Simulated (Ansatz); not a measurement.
`S[SiH]1CN1`, charge 0, multiplicity 1.

Question: Give a relaxed structure at PBE0-D4/def2-TZVP (Ansatz 0.2.0). (Estimate.)

Answer: Ansatz gave: 
Z-matrix (Å, degrees):
```
Si
C 1 1.826
N 1 1.701 2 50.3
S 1 2.115 2 128.1 3 -98.9
H 1 1.479 2 119.7 3 109.4
H 2 1.088 1 124.3 3 100.5
H 2 1.091 1 117.9 3 -106.9
H 3 1.008 1 131.1 2 110.3
H 4 1.344 1 93.1 2 29.7
```
This is one stationary point; other conformers may exist.
